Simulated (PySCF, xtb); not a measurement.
GeCl₄, SMILES [Cl][Ge]([Cl])([Cl])[Cl].

Harmonic wavenumbers (cm⁻¹) from GFN2-xTB in xtb at its own minimum, in rising order: 102, 102, 135, 135, 135, 308, 352, 352, 352.

### Question
What does PySCF with PBE-D3(BJ)/def2-SVP give at its own minimum? (The exact figures need the calculation; the answer reports its results.)

### Answer
117, 117, 159, 159, 159, 369, 445, 445, 445. Paired by order, the mean absolute difference is 49 cm⁻¹ and the zero-point energies are 2.8 and 3.5 kcal/mol.
